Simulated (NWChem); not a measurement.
System: CH$_{4}$AlCl; SMILES [CH3][AlH][Cl]

The following NWChem deck was run.

```
start job
memory heap 200 mb stack 900 mb global 1100 mb
geometry units angstroms
  Al    -0.599324     0.464664    -0.000693
  H     -2.181650     0.451269    -0.000876
  Cl     0.327219    -1.450684     0.000586
  C      0.540761     2.051441    -0.001238
  H      1.199965     2.066217    -0.878558
  H      1.193829     2.070835     0.880638
  H     -0.047910     2.976172    -0.005565
end
basis spherical
  * library 3-21g
end
dft
  xc hfexch
  iterations 150
end
driver
  maxiter 120
end
task dft optimize
task dft freq
```

Parts of the log:

```
             Northwest Computational Chemistry Package (NWChem) 7.3.0
             --------------------------------------------------------

 C1  symmetry detected

                             Geometry "geometry" -> ""
                             -------------------------

 Output coordinates in angstroms (scale by  1.889725989 to convert to a.u.)

  No.       Tag          Charge          X              Y              Z
 ---- ---------------- ---------- -------------- -------------- --------------
    1 Al                  13.0000    -0.60395466     0.46740732    -0.00002951
    2 H                    1.0000    -2.18460801     0.54136666     0.00019092
    3 Cl                  17.0000     0.21546161    -1.49616048    -0.00000497
    4 C                    6.0000     0.62197202     1.98884057    -0.00003018
    5 H                    1.0000     1.28078507     1.96768674    -0.87751323
    6 H                    1.0000     1.27531762     1.97168120     0.88168650
    7 H                    1.0000     0.08523645     2.94465491    -0.00371486

 Effective nuclear repulsion energy (a.u.)     124.5892803406

                                Z-matrix (autoz)
                                --------

 Units are Angstrom for bonds and degrees for angles

      Type          Name      I     J     K     L     M      Value
      ----------- --------  ----- ----- ----- ----- ----- ----------
    1 Stretch                  1     2                       1.58238
    2 Stretch                  1     3                       2.12768
    3 Stretch                  1     4                       1.95388
    4 Stretch                  4     5                       1.09748
    5 Stretch                  4     6                       1.09753
    6 Stretch                  4     7                       1.09621
    7 Bend                     1     4     5               111.20074
    8 Bend                     1     4     6               111.18167
    9 Bend                     1     4     7               111.82271
   10 Bend                     2     1     3               115.33020
   11 Bend                     2     1     4               126.18192
   12 Bend                     3     1     4               118.48788
   13 Bend                     5     4     6               106.53939
   14 Bend                     5     4     7               107.94121
   15 Bend                     6     4     7               107.92674
   16 Torsion                  2     1     4     5        -120.96317
   17 Torsion                  2     1     4     6         120.49675
   18 Torsion                  2     1     4     7          -0.21732
   19 Torsion                  3     1     4     5          59.04745
   20 Torsion                  3     1     4     6         -59.49263
   21 Torsion                  3     1     4     7         179.79329

  xc_inp: hfexch multiplicative factor not found.

                           NWChem Geometry Optimization
                           ----------------------------

 maximum gradient threshold         (gmax) =   0.000450
 rms gradient threshold             (grms) =   0.000300
 maximum cartesian step threshold   (xmax) =   0.001800
 rms cartesian step threshold       (xrms) =   0.001200
 fixed trust radius                (trust) =   0.300000
 source of zmatrix                         =   autoz

          -------------------
          Energy Minimization
          -------------------

 Using diagonal initial Hessian
 Scaling for Hessian diagonals: bonds = 1.00  angles = 0.25  torsions = 0.10

          --------
          Step   0

                                 NWChem DFT Module
                                 -----------------

 Summary of "ao basis" -> "ao basis" (spherical)
 ------------------------------------------------------------------------------
       Tag                 Description            Shells   Functions and Types
 ---------------- ------------------------------  ------  ---------------------
 Al                          3-21g                   7       13   4s3p
 H                           3-21g                   2        2   2s
 Cl                          3-21g                   7       13   4s3p
 C                           3-21g                   5        9   3s2p

            General Information
            -------------------
          SCF calculation type: DFT
          Wavefunction type:  closed shell.
          No. of atoms     :     7
          No. of electrons :    40
           Alpha electrons :    20
            Beta electrons :    20
          Charge           :     0
          Spin multiplicity:     1
          Use of symmetry is: off; symmetry adaption is: off
          Maximum number of iterations: 150
          AO basis - number of functions:    43
                     number of shells:    27
          Convergence on energy requested:  1.00D-06
          Convergence on density requested:  1.00D-05
          Convergence on gradient requested:  5.00D-04

              XC Information
              --------------
                     Hartree-Fock (Exact) Exchange  1.000

      Superposition of Atomic Density Guess
      -------------------------------------

 Sum of atomic energies:        -737.28840136

      Non-variational initial energy
      ------------------------------

 Total energy =    -738.159166
 1-e energy   =   -1267.798636
 2-e energy   =     405.050189
 HOMO         =      -0.334832
 LUMO         =       0.017159

   convergence    iter        energy       DeltaE   RMS-Dens  Diis-err
 ---------------- ----- ----------------- --------- --------- ---------
 d= 0,ls=0.0,diis     1   -737.9092831134 -8.62D+02  1.09D-02  1.56D-01
 d= 0,ls=0.0,diis     2   -737.9367632263 -2.75D-02  2.75D-03  1.52D-02
 d= 0,ls=0.0,diis     3   -737.9392307889 -2.47D-03  9.69D-04  9.22D-04
 d= 0,ls=0.0,diis     4   -737.9394477314 -2.17D-04  1.52D-04  1.58D-05
 d= 0,ls=0.0,diis     5   -737.9394519705 -4.24D-06  4.32D-05  1.66D-06
 d= 0,ls=0.0,diis     6   -737.9394523407 -3.70D-07  9.18D-06  4.19D-08

         Total DFT energy =     -737.939452340721
      One electron energy =    -1269.624985116700
           Coulomb energy =      459.391295281826
    Exchange-Corr. energy =      -52.295042846489
 Nuclear repulsion energy =      124.589280340642

 Numeric. integr. density =        0.000000000000

                       DFT Final Molecular Orbital Analysis
                       ------------------------------------

 Vector   18  Occ=2.000000D+00  E=-4.654321D-01
              MO Center=  6.5D-02, -2.5D-01, -3.0D-05, r^2= 4.0D+00
   Bfn.  Coefficient  Atom+Function         Bfn.  Coefficient  Atom+Function
  ----- ------------  ---------------      ----- ------------  ---------------
    22      0.366190  3 Cl px                26      0.315753  3 Cl px
    23     -0.265659  3 Cl py                27     -0.226309  3 Cl py
     8      0.215251  1 Al py                36     -0.204958  4 C  py
    32     -0.176275  4 C  py                18     -0.170494  3 Cl px
    15      0.168487  2 H  s                 19      0.125040  3 Cl py

 Vector   19  Occ=2.000000D+00  E=-4.577061D-01
              MO Center=  2.0D-01, -1.4D+00,  1.3D-05, r^2= 1.4D+00
   Bfn.  Coefficient  Atom+Function         Bfn.  Coefficient  Atom+Function
  ----- ------------  ---------------      ----- ------------  ---------------
    24      0.578038  3 Cl pz                28      0.523687  3 Cl pz
    20     -0.269460  3 Cl pz                 9      0.076542  1 Al pz
    13      0.047914  1 Al pz                37     -0.047287  4 C  pz
     5     -0.038669  1 Al pz                33     -0.026895  4 C  pz

 Vector   20  Occ=2.000000D+00  E=-4.169961D-01
              MO Center= -2.3D-01,  3.3D-01,  4.4D-06, r^2= 4.3D+00
   Bfn.  Coefficient  Atom+Function         Bfn.  Coefficient  Atom+Function
  ----- ------------  ---------------      ----- ------------  ---------------
    22      0.320888  3 Cl px                15      0.305670  2 H  s
    26      0.301495  3 Cl px                36      0.241956  4 C  py
    35      0.231583  4 C  px                32      0.197796  4 C  py
    34     -0.180096  4 C  s                  7     -0.178683  1 Al px
    31      0.165070  4 C  px                23      0.160769  3 Cl py

 Vector   21  Occ=0.000000D+00  E= 4.786381D-02
              MO Center= -6.7D-01,  4.8D-01, -6.1D-04, r^2= 4.5D+00
   Bfn.  Coefficient  Atom+Function         Bfn.  Coefficient  Atom+Function
  ----- ------------  ---------------      ----- ------------  ---------------
    13      0.863421  1 Al pz                 9      0.302645  1 Al pz
    28     -0.274545  3 Cl pz                39      0.175807  5 H  s
    41     -0.176465  6 H  s                  5     -0.155042  1 Al pz
    24     -0.141597  3 Cl pz                20      0.067859  3 Cl pz
    38      0.052327  5 H  s                 40     -0.052567  6 H  s

[...]

      ----------------------
      Optimization converged
      ----------------------

  Step       Energy      Delta E   Gmax     Grms     Xrms     Xmax
  ---- ---------------- -------- -------- -------- -------- --------
@    6    -737.94184259 -1.5D-07  0.00006  0.00002  0.00060  0.00114
                                     ok       ok       ok       ok

                                Z-matrix (autoz)
                                --------

 Units are Angstrom for bonds and degrees for angles

      Type          Name      I     J     K     L     M      Value     Gradient
      ----------- --------  ----- ----- ----- ----- ----- ---------- ----------
    1 Stretch                  1     2                       1.58439   -0.00005
    2 Stretch                  1     3                       2.21512   -0.00003
    3 Stretch                  1     4                       1.97005   -0.00006
    4 Stretch                  4     5                       1.08773    0.00001
    5 Stretch                  4     6                       1.08776    0.00001
    6 Stretch                  4     7                       1.08645    0.00003
    7 Bend                     1     4     5               111.03418    0.00001
    8 Bend                     1     4     6               111.02514    0.00001
    9 Bend                     1     4     7               111.43475   -0.00002
   10 Bend                     2     1     3               114.25015   -0.00003
   11 Bend                     2     1     4               128.63562    0.00001
   12 Bend                     3     1     4               117.11423    0.00002
   13 Bend                     5     4     6               106.90231    0.00000
   14 Bend                     5     4     7               108.13844   -0.00000
   15 Bend                     6     4     7               108.12865   -0.00000
   16 Torsion                  2     1     4     5        -120.83153    0.00001
   17 Torsion                  2     1     4     6         120.38357   -0.00001
   18 Torsion                  2     1     4     7          -0.21467   -0.00000
   19 Torsion                  3     1     4     5          59.17579    0.00001
   20 Torsion                  3     1     4     6         -59.60910   -0.00001
   21 Torsion                  3     1     4     7         179.79265   -0.00000

                         Geometry "geometry" -> "geometry"
                         ---------------------------------

 Output coordinates in angstroms (scale by  1.889725989 to convert to a.u.)

  No.       Tag          Charge          X              Y              Z
 ---- ---------------- ---------- -------------- -------------- --------------
    1 Al                  13.0000    -0.63039450     0.49279560    -0.00000742
    2 H                    1.0000    -2.21443354     0.52597177     0.00010243
    3 Cl                  17.0000     0.23691276    -1.54547314     0.00002046
    4 C                    6.0000     0.63159125     2.00557359     0.00003013
    5 H                    1.0000     1.28118161     1.97212115    -0.87179033
    6 H                    1.0000     1.27599201     1.97621168     0.87587564
    7 H                    1.0000     0.10936051     2.95827626    -0.00364625

 Effective nuclear repulsion energy (a.u.)     121.8754149485

                Final and change from initial internal coordinates
                --------------------------------------------------

                                Z-matrix (autoz)
                                --------

 Units are Angstrom for bonds and degrees for angles

[...]

 Rotational Constants
 --------------------
 A=   0.619125 cm-1  (  0.890762 K)
 B=   0.108216 cm-1  (  0.155695 K)
 C=   0.093691 cm-1  (  0.134797 K)

 Temperature                      =   298.15K
 frequency scaling parameter      =   1.0000

 Zero-Point correction to Energy  =   29.350 kcal/mol  (  0.046772 au)
 Thermal correction to Energy     =   32.610 kcal/mol  (  0.051968 au)
 Thermal correction to Enthalpy   =   33.203 kcal/mol  (  0.052912 au)

 Total Entropy                    =   73.917 cal/mol-K
   - Translational                =   38.959 cal/mol-K (mol. weight =  77.9817)
   - Rotational                   =   25.045 cal/mol-K (symmetry #  =        1)
   - Vibrational                  =    9.913 cal/mol-K

 Cv (constant volume heat capacity) =   15.648 cal/mol-K
   - Translational                  =    2.979 cal/mol-K
   - Rotational                     =    2.979 cal/mol-K
   - Vibrational                    =    9.689 cal/mol-K

[normal modes left out]

 ----------------------------------------------------------------------------
 Normal Eigenvalue ||           Projected Infra Red Intensities
  Mode   [cm**-1]  || [atomic units] [(debye/angs)**2] [(KM/mol)] [arbitrary]
 ------ ---------- || -------------- ----------------- ---------- -----------
    1       -0.000 ||    0.000630           0.015         0.615       0.127
    2       -0.000 ||    0.001649           0.038         1.607       0.331
    3       -0.000 ||    0.000045           0.001         0.044       0.009
    4       -0.000 ||    0.001478           0.034         1.441       0.297
    5       -0.000 ||    0.002390           0.055         2.330       0.480
    6        0.000 ||    0.001778           0.041         1.733       0.357
    7       49.955 ||    0.000269           0.006         0.262       0.054
    8      167.960 ||    0.014692           0.339        14.322       2.953
    9      439.747 ||    0.124423           2.871       121.294      25.011
   10      464.274 ||    0.066837           1.542        65.156      13.435
   11      643.899 ||    0.092479           2.134        90.153      18.590
   12      709.862 ||    0.136472           3.149       133.040      27.433
   13      817.470 ||    0.123836           2.857       120.722      24.893
   14      864.688 ||    0.206161           4.756       200.976      41.441
   15     1444.196 ||    0.037054           0.855        36.122       7.448
   16     1623.222 ||    0.006663           0.154         6.496       1.339
   17     1623.327 ||    0.006448           0.149         6.286       1.296
   18     2042.769 ||    0.201955           4.659       196.876      40.596
   19     3169.575 ||    0.003679           0.085         3.586       0.739
   20     3233.491 ||    0.006754           0.156         6.584       1.358
   21     3245.743 ||    0.009013           0.208         8.786       1.812
 ----------------------------------------------------------------------------
```

Level: Hartree-Fock/3-21G.
